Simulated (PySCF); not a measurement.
Working out the ionisation energy of Ge

Ge [Ar] 3d10 4s2 4p2 (3P) → Ge⁺ [Ar] 3d10 4s2 4p1 (2P). Calculation: PySCF 2.14, in x2c-TZVPPall; the spin-free X2C one-electron Hamiltonian (Gaussian nucleus). Frozen: [Ne]. Energies in hartree (1 hartree = 27.21139 eV):

| part | Ge (lower) | Ge⁺ (upper) |
| --- | --- | --- |
| UHF | -2097.048211 | -2096.775745 |
| CCSD correlation | -0.313501 | -0.297967 |
| (T) | -0.008474 | -0.007379 |

Problem. What does Hartree-Fock give?

Solution. (-2096.775745) − (-2097.048211) = 0.272466 hartree = 7.414 eV.

Problem. What do CCSD and CCSD(T) give?

Solution. The CCSD correlation energies differ by 0.015534 hartree = 0.423 eV and the triples by 0.001095 hartree = 0.030 eV, so CCSD gives 7.837 eV and CCSD(T) 7.867 eV.

Measured between the centres of the two terms (NIST): 7.925 eV, so CCSD(T) (valence and next inner shell) is off by -0.058 eV.

What remains against the reference includes basis incompleteness, the frozen core and higher excitations.
